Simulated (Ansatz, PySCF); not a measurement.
Process, species as SMILES: CNB(C)NC [N-[methyl(methylamino)boranyl]methanamine] + 5 [H][H] (H2) → B (BH3) + 3 C (CH4) + 2 N (NH3)
Structures are relaxed separately at B3LYP-D3(BJ)/def2-TZVP in Ansatz (a quantum-chemistry and plane-wave program), one conformer each, not searched for the lowest. Frequencies are from Ansatz or PySCF.

Quantity: energy of full hydrogenation (enthalpy at 298 K, with B3LYP-D3(BJ) rigid-rotor harmonic-oscillator terms), in kJ/mol. Valence correlation only, unless marked. No spin-orbit coupling. No relativistic terms. CBS marks a two-point X^-3 extrapolation of the correlation energy; Hartree-Fock from the larger set.

Level to compare with: CCSD(T)/CBS(cc-pVTZ,cc-pVQZ) (Ansatz), 29.4 kJ/mol. It is a level with limits of its own, and the differences hold the functionals' basis error too.

Task: Rank these functionals by how close they come to CCSD(T)/CBS(cc-pVTZ,cc-pVQZ), closest first: BLYP/def2-TZVPD (Ansatz); PBE/def2-TZVPD (Ansatz); SVWN5/def2-TZVPD (Ansatz); LC-wPBE/def2-TZVPD (Ansatz).

Result: PBE/def2-TZVPD (GGA, 32.5 kJ/mol, difference 3.1), LC-wPBE/def2-TZVPD (range-separated hybrid, 17.3 kJ/mol, difference -12.1), BLYP/def2-TZVPD (GGA, 4.5 kJ/mol, difference -24.9), SVWN5/def2-TZVPD (LDA, 92.6 kJ/mol, difference 63.2)
